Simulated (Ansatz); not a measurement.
Geometry optimisation, RKS B3LYP-D4/6-31G* (Ansatz).

Input:

```yaml
crystal:
  periodic: [false, false, false]
  atoms:
    - { symbol: B, position_ang: [0.0, 0.0, 0.0] }
    - { symbol: H, position_ang: [0.0, 0.0, 1.54] }
    - { symbol: "N", position_ang: [1.3423, 0.0, -0.775] }
    - { symbol: H, position_ang: [1.8089, -0.9179, -1.0268] }
    - { symbol: H, position_ang: [1.7937, 0.9179, -1.0532] }
    - { symbol: C, position_ang: [-1.3856, 0.0, -0.8] }
    - { symbol: H, position_ang: [-1.9458, -0.9305, -0.5708] }
    - { symbol: H, position_ang: [-1.9898, 0.8797, -0.4946] }
    - { symbol: H, position_ang: [-1.1839, 0.0508, -1.8903] }
    - { symbol: S, position_ang: [0.0982, 2.076, 0.6906] }
    - { symbol: H, position_ang: [0.6507, 2.1151, 1.9763] }
    - { symbol: H, position_ang: [0.0413, 0.8741, 1.6662] }
basis:
  gaussian: { orbitals: "6-31G*" }
hamiltonian:
  xc: b3lyp
  dispersion: d4
relax:
  f_tol: 0.15
  max_steps: 25
  restrain:
    - { distance: [0, 9], at: 1.89, k: 30.0 }
    - { distance: [11, 1], at: 0.66, k: 30.0 }
    - { distance: [0, 1], at: 2.39, k: 30.0 }
    - { distance: [11, 9], at: 2.6, k: 30.0 }
```

Run as:

```bash
$ ansatz run input.yaml --threads 2 --pin off --max-ram 3072MiB --backend cpu --events-out ev --progress --plain --runs-dir out
```

**Question.** Where does it end, and by what steps?

**Answer.** The forces met the threshold. The restraints hold the end off the free minimum. After 12 steps the energy has fallen by 4.699 eV (the restraints' own energy left out); H11 moved furthest, 1.34 Å. Parted: S10–H12 (1.55 → 2.61 Å).

```
step  energy less start (eV)  largest force component (eV/Å)  accepted
   0                  0.0000                           3.472       yes
   1                 -1.2634                           3.523       yes
   2                 -2.1927                           4.855       yes
   3                 -3.1226                           2.759       yes
   4                 -3.8226                           1.452       yes
   5                 -4.1249                           1.522       yes
   6                 -4.3732                           1.305       yes
   7                 -4.5298                           1.203       yes
   8                 -4.6192                           1.172       yes
   9                 -4.6604                           1.290       yes
  10                 -4.6598                           1.453       yes
  11                 -4.6924                           1.455       yes
  12                 -4.6992                           1.478       yes
```

```xyz
12
Properties=species:S:1:pos:R:3
B 0.021 0.732 -0.319
H -0.087 -0.471 1.758
N 1.262 0.148 -0.601
H 1.337 -0.735 -1.086
H 2.154 0.518 -0.308
C -1.331 0.081 -0.820
H -1.412 -0.966 -0.500
H -2.218 0.606 -0.453
H -1.377 0.081 -1.917
S -0.098 2.349 0.620
H 1.221 2.563 0.849
H -0.241 0.161 2.040
```

The run took 35 s on 2 threads of Arm Neoverse V1, on a shared host, peak memory 0.16 GiB.
